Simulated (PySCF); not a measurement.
UHF on Ti (titanium, neutral)

Configuration: [Ar] 3d2 4s2, high-spin 3F determinant. All numbers are calculated (PySCF 2.14, scalar relativity by spin-free X2C-1e, in ANO-RCC-VTZP (6s5p3d2f1g, 59 functions)).

```
Total energy                        : -852.748178 hartree
One-electron energy                 : -1168.6382 hartree
Hartree (Coulomb) energy            : 357.2985 hartree
Exchange energy                     : -41.4084 hartree
⟨S²⟩                                : 2.0074
⟨L²⟩                                : 12.040
Sum of ⟨r⟩                          : 21.48 bohr
Sum of ⟨r²⟩                         : 49.21 bohr²
Langevin diamagnetic susceptibility : -39.0 ×10⁻⁶ cm³/mol
```

| shell | electrons | mean orbital energy (eV) | rms radius, mean of both spins (bohr) |
| --- | --- | --- | --- |
| 1s β | 1 | -5017.6 | 0.0804 |
| 1s α | 1 | -5017.6 | 0.0804 |
| 2s α | 1 | -589.45 | 0.350 |
| 2s β | 1 | -588.58 | 0.350 |
| 2p α | 3 | -485.17 | 0.320 |
| 2p β | 3 | -484.30 | 0.320 |
| 3s α | 1 | -80.702 | 1.08 |
| 3s β | 1 | -77.245 | 1.08 |
| 3p α | 3 | -50.997 | 1.18 |
| 3p β | 3 | -46.713 | 1.18 |
| 3d α | 2 | -11.929 | 1.66 |
| 4s α | 1 | -6.337 | 4.00 |
| 4s β | 1 | -5.738 | 4.00 |

Densities and radii are taken from the X2C orbitals without a picture-change correction, which distorts them close to the nucleus.

Spin-orbit constants ζ (cm⁻¹) from the X2C one-electron operator on these orbitals: bare nucleus, nucleus screened by l(l+1)(2l+1)/3 electrons, and screened by the Breit-Pauli mean field of the electrons.

```
shell   bare  screened nucleus  mean field
   2p  33280             30250         n/a
   3p   3581              3256         n/a
   3d  256.1             139.7         n/a
```

To first order the Landé constant is A = 69.84 cm⁻¹, so the lowest level has J = 2 and lies 0.0346 eV below the centre of the term. This holds in LS coupling only.
